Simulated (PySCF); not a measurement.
**B+: excitation energy**

B+ [He] 2s2 (1S) → B+ [He] 2s1 3s1 (3S), as a difference of total energies. Computed with PySCF 2.14 in aug-cc-pVTZ, with the non-relativistic Hamiltonian (point nucleus). Correlated levels: valence: 1s2 frozen. The calculations carry no spin-orbit coupling.

| method | excitation energy (cm⁻¹) |
| --- | --- |
| UHF | 118620 |
| PBE | 124740 |
| PBE0 | 124870 |
| r2SCAN | 124120 |
| wB97X | 124680 |
| wB97X-V | 127120 |
| M06-L | 128190 |
| MP2 (valence) | 125820 |
| SCS-MP2 (valence) | 127870 |

Estimate what LDA gives.

124630 cm⁻¹, closest to wB97X among the rows shown.

Estimate what B97-3 gives.

126780 cm⁻¹, closest to wB97X-V among the rows shown.

Errors of the correlated levels include the incompleteness of this basis and the frozen core.

For comparison: 129770 cm⁻¹ (measured; NIST levels).
